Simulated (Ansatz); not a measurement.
Total energies of the cluster Ca6O5 (the lowest singlet isomer of a short search) from Ansatz at PBE0-D4/def2-SVP, gas phase (1 Eh = 27.2114 eV = 2625.5 kJ/mol). The reference geometry is relaxed at PBE-D4/def2-SVP.

```
atom   x (Å)   y (Å)   z (Å)
 Ca1   0.611  -1.167   0.908
 Ca2  -0.862   1.128  -0.767
 Ca3  -3.234   0.620   1.272
 Ca4   3.032  -0.682  -1.103
 Ca5   4.272  -3.147   0.958
 Ca6  -4.450   3.182  -0.727
  O7  -2.868   1.928  -0.399
  O8  -1.316  -0.165   0.959
  O9   1.369   0.661  -0.359
 O10   2.650  -1.954   0.561
 O11   0.795  -0.403  -1.304
```

```json
{"state": "charge 0 singlet", "geometry": "reference", "energy (Eh)": "-4439.86231"}
{"state": "charge 1 doublet", "geometry": "reference", "energy (Eh)": "-4439.70872"}
{"state": "charge -1 doublet", "geometry": "reference", "energy (Eh)": "-4439.89407"}
{"state": "free Ca atom (singlet)", "geometry": "–", "energy (Eh)": "-677.29028"}
{"state": "free O atom (triplet)", "geometry": "–", "energy (Eh)": "-74.92490"}
```

The structure holds one bond between oxygen atoms, so isomers without such links may lie far lower.

(1) Work out the vertical ionisation energy to the doublet.

(2) Work out the vertical electron affinity, to the doublet.

(3) Give the fundamental gap IE − EA, the Mulliken electronegativity (IE + EA)/2 and the hardness (IE − EA)/2.

(4) What is the binding energy per atom against free atoms?

(1) E(charge 1 doublet) − E(charge 0 singlet) = -4439.70872 − (-4439.86231) = 0.15359 Eh = 4.18 eV. For comparison, −ε of the highest occupied level is 3.30 eV at this level, 0.88 eV less.

(2) E(charge 0 singlet) − E(charge -1 doublet) = -4439.86231 − (-4439.89407) = 0.03176 Eh = 0.86 eV. The basis lacks diffuse functions, which makes affinities too small.

(3) From the values in Eh: IE − EA = 0.15359 − 0.03176 = 0.12183 Eh = 3.32 eV; (IE + EA)/2 = 2.52 eV; (IE − EA)/2 = 1.66 eV. The HOMO–LUMO gap of the same run is 1.71 eV, 1.61 eV smaller than the fundamental gap.

(4) Atoms: 6 × (-677.29028) + 5 × (-74.92490) = -4438.36618 Eh. Binding: -4438.36618 − (-4439.86231) = 1.49613 Eh = 40.71 eV, or 3.70 eV for each of 11 atoms (no zero-point energy, no counterpoise term).

The restricted singlet is unstable towards broken spin symmetry in Hartree–Fock (as tested in another run); at PBE0-D4/def2-SVP this wasn't settled.  

The structure comes from a short search, and lower isomers may exist.
